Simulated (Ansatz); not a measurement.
CH3Cl3SeTi, SMILES `C[Se][Ti]([Cl])([Cl])[Cl]`. The species carries charge 0 and has multiplicity 1. Correlated methods include outer-core shells of Se, Ti, which these sets cover unevenly. Scalar relativity is left out up to krypton.

Cartesian coordinates in Å:
```
C 0.9839 1.2017 0.6032
Se -0.4134 0.1119 1.4492
Ti -0.9679 -1.1420 -0.4825
Cl -1.5976 0.2682 -2.0221
Cl -2.5425 -2.4736 0.1807
Cl 0.8391 -2.1720 -1.1376
H 1.7782 0.5574 0.2328
H 0.5527 1.7888 -0.2046
H 1.3676 1.8595 1.3809
```

Question: Give the diagnostics of a CCSD(T)/def2-TZVPP run (frozen core, Ansatz). (An estimate is asked.)

Answer: Ansatz gave: T1 = 0.0247, largest single amplitude 0.103, largest double 0.042, (T) share of the correlation energy 5.5 %, 15 CCSD cycles. The RHF solution is stable towards an unrestricted one. T1 lies over the customary mark of 0.02 for closed shells; compounds of d metals often pass it without a breakdown.
